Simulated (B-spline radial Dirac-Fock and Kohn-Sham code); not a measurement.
**Total and shell-resolved photoionisation of Cl⁷⁺**

System: chlorine as Cl⁷⁺, configuration [He] 2s2 2p6.

The computed values come from a B-spline atomic structure program: the independent-particle Dirac-Slater model, thresholds from Dirac-Fock.

Computed thresholds (eV): K 2979.8, L1 417.7, L2 348.4, L3 346.7.

```tsv
photon energy (eV)	total (b)	K (%)	L (%)
528	814900	–	100.0
607	579200	–	100.0
722	374700	–	100.0
1090	129200	–	100.0
1660	41930	–	100.0
3910	44710	91.2	8.8
5640	16760	91.8	8.2
15900	856.8	92.3	7.7
19300	479.0	92.4	7.6
20700	387.6	92.4	7.6
25800	198.2	92.4	7.6
27700	159.4	92.4	7.6
30300	121.0	92.4	7.6
44500	36.65	92.4	7.6
49300	26.58	92.4	7.6
68000	9.638	92.4	7.6
69000	9.203	92.4	7.6
89800	3.988	92.4	7.6
97900	3.030	92.4	7.6
112000	1.976	92.4	7.6
```

Task: With what power of the photon energy does the total fall between 97900 and 112000 eV?

Result: As E^-3.18. The non-relativistic Born limit for an s electron far above threshold is E^-3.5; near threshold and at relativistic energies the fall is slower.

Run: 1.5 s of CPU time on 1 thread of Intel(R) Xeon(R) Platinum 8488C (shared host), peak memory 0.29 GiB.
